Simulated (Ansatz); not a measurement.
**Match the barriers**

Saddle point of TiH2ClF3, closed shell (TiClF₃ ([F][Ti]([F])([F])[Cl]) + H₂ → TiHF₃ ([F][TiH]([F])[F]) + HCl; bonds formed: Ti1–H7, Cl2–H6; bonds broken: Ti1–Cl2, H6–H7), PBE0-D4/def2-TZVP structure:

Ti1  (-0.452, 0.392, -0.022)
Cl2  (1.506, -1.235, -0.956)
F3  (-1.565, -0.561, -0.960)
F4  (-1.452, 1.184, 1.159)
F5  (0.383, 1.692, -0.821)
H6  (1.158, -1.023, 0.364)
H7  (0.422, -0.448, 1.235)
(Å)

Computed with Ansatz 0.2.0 (basis: def2-TZVPP, with def2-QZVPP for the basis limit); correlated methods freeze the cores. Extrapolation: Hartree–Fock as exp(−7.88 √X), correlation as X^−2.97. Four methods, as single points on the PBE0-D4 structures, gave these electronic barriers from the start structure: 1.667, 1.742, 1.805, 2.123 eV.

Question: The methods were, in alphabetical order, BLYP-D4, CCSD(T), HF, PBE0-D4. Which gave which? (A judgement: the text doesn't fix the answer.)

Answer: The calculation gives: PBE0-D4 1.667; BLYP-D4 1.742; CCSD(T) 1.805; HF 2.123 eV. For comparison, CCSD(T) at an estimated basis limit (MP2 extrapolated from triple and quadruple zeta, plus CCSD(T) − MP2 in triple zeta) gives 1.806 eV.

No T1 diagnostic of these runs exceeds 0.024.

Labels in which every atom is bracketed show which atoms are joined, not bond orders.

For scale, one of the runs: CCSD(T)/def2-TZVPP, 227 basis functions, launched by `ansatz run in.yaml --threads 8 --pin off --events-out ev --progress --plain --max-ram 19148MiB`. Hardware: 8 CPU threads of a Oxide Virtual Turin-like, shared host. Wall time 96 s; peak host memory 4.3 GiB.
